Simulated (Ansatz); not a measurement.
A run of Ansatz (development build ahead of 0.2.0) on singlet Li₄F₄ at this shape:

```xyz
8

Li   -0.8597   -0.8957   -0.8851
F    -0.9644   -0.9045    0.9321
F    -0.9933    0.9720   -0.9514
Li   -0.8254    0.8315    0.8239
F     0.9397   -0.9953   -0.9654
Li    0.8569   -0.9044    0.8447
Li    0.8854    0.8924   -0.8397
F     0.9017    0.9352    0.9404
```

Its results:

```json
{
  "Converged": "yes",
  "Reference energy": "-428.10105 hartree",
  "Correlation energy": "-0.83585 hartree",
  "Total energy": "-428.93691 hartree",
  "Spin squared of the determinant": "0.000"
}
```

**Question.** Which input gives this output? Name the method, the orbitals and the basis set, and write the input.

**Answer.** RHF-MP2 in cc-pVDZ. An unrestricted run that stays on the closed shell gives the same numbers.

```yaml
crystal:
  periodic: [false, false, false]
  atoms:
    - { symbol: Li, position_ang: [-0.85966, -0.89574, -0.88512] }
    - { symbol: F, position_ang: [-0.96436, -0.90452, 0.93211] }
    - { symbol: F, position_ang: [-0.99331, 0.97205, -0.95144] }
    - { symbol: Li, position_ang: [-0.82537, 0.83152, 0.82386] }
    - { symbol: F, position_ang: [0.93969, -0.99532, -0.96538] }
    - { symbol: Li, position_ang: [0.85693, -0.90437, 0.84467] }
    - { symbol: Li, position_ang: [0.88545, 0.89244, -0.83973] }
    - { symbol: F, position_ang: [0.90172, 0.93521, 0.94039] }
basis:
  gaussian: { orbitals: cc-pVDZ }
hamiltonian:
  xc: hf
correlation:
  method: mp2
  frozen_orbitals: { F: 1, Li: 0 }
```
